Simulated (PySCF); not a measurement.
Pb(OH)(OMe) (CH4O2Pb), SMILES C[O][Pb][OH] (connectivity only; charge and spin as stated), neutral, multiplicity 1.

Geometry optimised at r2SCAN-D4/def2-SVP. The def2 effective core potentials stand for the cores of Pb; spin–orbit coupling is left out. One conformer was computed; it need not be the lowest.

Computed with IEF-PCM-PBE0/def2-SVP (PySCF).

The values are the electrostatic part of the solvation free energy, E(continuum) − E(gas) at the gas-phase geometry, in a cavity of scaled van der Waals radii (PySCF's table); cavitation and dispersion terms are not included. A continuum can't describe solvent molecules that bind to the metal. In vacuum the orbital gap is 5.08 eV. The dipole moment in vacuum is 1.31 D.

```json
[
 {"solvent": "water", "ε": "78.36", "ΔG(elec) (kcal/mol)": "[?]", "dipole (D)": "[?]", "gap (eV)": "[?]"},
 {"solvent": "chlorobenzene", "ε": "5.70", "ΔG(elec) (kcal/mol)": "-6.9", "dipole (D)": "1.81", "gap (eV)": "5.39"},
 {"solvent": "ethanol", "ε": "24.85", "ΔG(elec) (kcal/mol)": "-8.8", "dipole (D)": "1.93", "gap (eV)": "5.48"}
]
```

Problem. Complete the blanks. (Estimate from the structure and the level; the computed values follow.)

Solution. 
- water, ΔG(elec) (kcal/mol): -9.2
- water, dipole (D): 1.96
- water, gap (eV): 5.50
